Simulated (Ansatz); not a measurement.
**One elementary step**

Start structure (Si$_{2}$H$_{7}$OF, closed shell), relaxed at PBE0-D4/def2-TZVP:

```xyz
11
angstrom
Si -1.3503 1.1267 -1.3839
F -0.1616 0.2248 -1.9981
H -0.7746 2.4198 -0.9568
H -1.9432 0.3899 -0.2464
H -2.3460 1.3193 -2.4638
H 1.1965 -0.0529 -0.4773
O 1.2646 0.1385 0.4619
Si 1.0727 -1.1140 1.5134
H 1.2045 -0.5351 2.8705
H -0.2671 -1.7490 1.3688
H 2.1045 -2.1679 1.3117
```

The step: SiH₄O ([OH][SiH3]) + SiH₃F ([F][SiH3]) → Si₂H₆O ([SiH3][O][SiH3]) + HF; bonds formed: Si1–O7, F2–H6; bonds broken: Si1–F2, H6–O7. Computed with Ansatz 0.2.0 (basis: def2-TZVPP and def2-QZVPP); correlated methods freeze the cores. Extrapolation: Hartree–Fock as exp(−7.88 √X), correlation as X^−2.97. Energies below are by CCSD(T) at an estimated basis limit (MP2 extrapolated from triple and quadruple zeta, plus CCSD(T) − MP2 in triple zeta).

(1) What are the electronic barrier and the energy of the step, from the start structure to the end structure? (To be estimated.)

The T1 diagnostic stays at or below 0.012. The end structure is not quite a true minimum (one mode of 29i cm⁻¹).

## Answers

(1) By the calculation: Barrier 1.267 eV; step energy 0.127 eV (uphill); reverse barrier, their difference, 1.140 eV. Barrier and step energy count from the start structure, the reverse barrier from the end structure.

The saddle point: One imaginary mode of 592i cm⁻¹.
```json
{"pair": "Si1–O7", "start (Å)": "3.35", "saddle (Å)": "1.82", "end (Å)": "1.66"}
{"pair": "F2–H6", "start (Å)": "2.06", "saddle (Å)": "1.30", "end (Å)": "0.94"}
{"pair": "Si1–F2", "start (Å)": "1.61", "saddle (Å)": "1.92", "end (Å)": "3.59"}
{"pair": "H6–O7", "start (Å)": "0.96", "saddle (Å)": "1.08", "end (Å)": "1.72"}
```

Zero-point energy (harmonic, PBE0-D4): ZPE is 1.829 eV at the start and 1.784 eV at the saddle, so the barrier goes from 1.267 to 1.221 eV.

The step is the kind of ligand exchange by which a precursor binds to a hydroxyl group, or is hydrolysed, in atomic layer deposition of oxides.

Labels in which every atom is bracketed show which atoms are joined, not bond orders.

For scale, one of the runs: CCSD(T)/def2-TZVPP, 244 basis functions, launched by `ansatz run in.yaml --threads 4 --pin off --events-out ev --progress --plain --max-ram 9574MiB`. Hardware: 4 CPU threads of an Intel Xeon, shared host. Wall time 120 s; peak host memory 4.7 GiB.
